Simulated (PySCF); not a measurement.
Coordinates in bohr (charge 0 multiplicity 3):
```
Co    0.0000    0.0000   -0.3792
F     0.0000    0.0000    2.8361
F     3.1922    0.0000   -0.8374
F    -3.1922    0.0000   -0.8374
```

Computed with UPBE0/[Co def2-SVP, F def2-SVP], no relativity, density fitting, PySCF.

This geometry of CoF₃ is a stationary point at this level.

What is the point group?

C2v.

Is it a minimum?

Yes: all harmonic wavenumbers are real.

What are the dipole moment and the gap between the highest occupied and lowest empty levels of either spin?

2.20 D and 3.71 eV.

Give the atomic charges and bond orders.


| atom | Mulliken | Löwdin | polar tensor | spin (Mulliken) | Mayer order to Co1 |
| --- | --- | --- | --- | --- | --- |
| Co1 | 1.15 | 0.77 | 1.52 | 1.94 | – |
| F2 | -0.34 | -0.21 | -0.39 | -0.02 | 0.99 |
| F3,4 | -0.41 | -0.28 | -0.56 | 0.04 | 0.89 |

Other isomers or separated fragments may lie lower. With open d or f shells other occupations or spin states may lie lower. At this level a quintet minimum of D3h symmetry lies 111 kJ/mol below this structure.
